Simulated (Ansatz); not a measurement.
`C[S][Ge]([CH3])([F])[F]` + H–F → `[CH3][Ge]([F])([F])[F]` + CH₃SH at 400 K and 1 bar (ligand exchange at a Ge–S bond).

Gas-phase electronic energies from Ansatz, PBE0-D4/def2-TZVP geometries. CCSD(T)/CBS adds triple-zeta CCSD(T) − MP2 to the extrapolated MP2 energy (def2 sets, frozen cores). This one scheme is used for every species. For Ge outer-core shells are correlated without core-valence functions, which leaves a few kJ/mol of doubt a bond. Scalar relativity is left out up to krypton. One conformer a species, not always the lowest.

```csv
species,CCSD(T)/CBS energy (Eh),H − E (kJ/mol),S (J/(mol·K))
`C[S][Ge]([CH3])([F])[F]`,-2753.31091,254.8,454.0
H–F,-100.39570,36.5,182.2
`[CH3][Ge]([F])([F])[F]`,-2415.48494,146.9,368.7
CH₃SH,-438.22835,138.7,269.4
```

H − E and S are ideal-gas, rigid-rotor, harmonic terms from PBE0-D4/def2-TZVP, for one conformer and one mirror image of each species. 1 Eh = 2625.50 kJ/mol, R = 8.31446 J/(mol·K).

**Question.** By hand: ΔE, ΔH, ΔS and ΔG.

**Answer.** ΔE = (-2415.48494) + (-438.22835) − (-2753.31091) − (-100.39570) = -0.00668 Eh = -17.5 kJ/mol. Δ(H − E) = 146.9 + 138.7 − 254.8 − 36.5 = -5.7, so ΔH = -23.2 kJ/mol. ΔS = 368.7 + 269.4 − 454.0 − 182.2 = 1.9 J/(mol·K). ΔG = -23.2 − 400 × (1.9)/1000 = -24.0 kJ/mol.

**Question.** By hand: the equilibrium constant, and the temperature at which ΔG would vanish if ΔH and ΔS stayed fixed.

**Answer.** log₁₀ K = −ΔG/(RT ln 10) = 3.1. ΔH and −TΔS have one sign here, so there is no such temperature.

The number of gas molecules stays the same, so ΔS is small and ΔH decides. A doubt of 5 kJ/mol in ΔE shifts log₁₀ K by 0.7 here. Other conformers and mirror images would add mixing entropy, several J/(mol·K) or more a flexible species. Modes under 60 cm⁻¹, often nearly free rotors, make the harmonic entropy too high. These are equilibria of isolated gas molecules and say nothing of rates. Largest T1 diagnostic: 0.012 (customary marks: 0.02 for closed shells, 0.045 for open ones).

ΔS is within the doubt of such terms, so its sign, and with it that verdict, could turn.
